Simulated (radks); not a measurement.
All-electron atom: Tm XIII in [Kr] 4d9 4f9 5s2 5d1 (not the ground configuration).

All-electron calculation, Dirac Kohn-Sham, HCTH/407, spin-unpolarised, spherical densities, point nucleus; open shells fill j = l - 1/2 first. Program: a radial shooting solver on a logarithmic mesh with Libxc functionals.

Energy parts (eV):
part                      energy
total                 -368339.45
kinetic                408066.07
electron-nucleus      -898537.33
Hartree                129887.16
exchange-correlation    -7755.35

Orbitals (lengths in bohr, moments of r in powers of bohr):
orbital  occ.  eigenvalue (eV)  <1/r>
1s1/2       2        -59468.31  79.08
2s1/2       2        -10254.62  19.06
2p1/2       2        -9789.649  19.03
2p3/2       4        -8809.313  16.42
3s1/2       2        -2507.295  6.986
3p1/2       2        -2302.440  6.903
3p3/2       4        -2095.006  6.234
3d3/2       4        -1745.467  6.124
3d5/2       6        -1700.014  5.961
4s1/2       2        -695.4279  2.956
4p1/2       2        -612.3747  2.854
4p3/2       4        -563.9651  2.627
4d3/2       4        -426.4626  2.431
4d5/2       5        -417.3331  2.377
4f5/2       6        -246.1996  2.022
4f7/2       3        -244.4856  2.004
5s1/2       2        -260.4005  1.316
5d3/2       1        -174.3004  1.029
5d5/2       0        -172.3425  1.014

The highest occupied level is 5d3/2 at -174.30 eV. The density falls to 0.001 e/bohr^3 at r = 2.34 bohr. Summed over all electrons, <r^2> = 14.68 bohr^2, which gives a Langevin (diamagnetic) susceptibility term of -11.6 x 10^-6 cm^3/mol.

Run on one thread of a shared host, so times are rough (Arm Neoverse N1): 0.22 s of CPU time, 0.22 s wall, 15 iterations on 2476 mesh points.
